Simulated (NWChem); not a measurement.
Species: ScN2H4F; SMILES [NH2][Sc]([NH2])[F]

```xyz
8

Sc     0.0000     0.0000     0.0540
F      0.0000     0.0000     1.8927
N     -1.7028     0.0000    -0.9406
H     -1.8095     0.0000    -1.9540
H     -2.6416     0.0000    -0.5456
N      1.7028     0.0000    -0.9406
H      1.8095     0.0000    -1.9540
H      2.6416     0.0000    -0.5456
```
Atoms are numbered in this order, from 1.

Computed with NWChem. All runs use the structure optimised with PBE0/def2-SVP. Vertical excitations in the gas phase; the lowest state need not have the same character in each row.

```json
[
 {"level": "PBE/def2-SVP, full TDDFT", "lowest excitation, singlet (eV)": "3.41", "lowest state with f > 0.02, singlet (eV)": "3.41", "orbital gap (eV)": "3.32"},
 {"level": "B3LYP/def2-SVP, full TDDFT", "lowest excitation, singlet (eV)": "(withheld)", "lowest state with f > 0.02, singlet (eV)": "(withheld)", "orbital gap (eV)": "(withheld)"},
 {"level": "Hartree-Fock/def2-SVP, TDHF", "lowest excitation, singlet (eV)": "5.97", "lowest state with f > 0.02, singlet (eV)": "6.11", "orbital gap (eV)": "11.22"}
]
```

Fill in the missing entries.


- B3LYP/def2-SVP, full TDDFT, lowest excitation, singlet (eV): 3.83
- B3LYP/def2-SVP, full TDDFT, lowest state with f > 0.02, singlet (eV): 3.83
- B3LYP/def2-SVP, full TDDFT, orbital gap (eV): 4.94
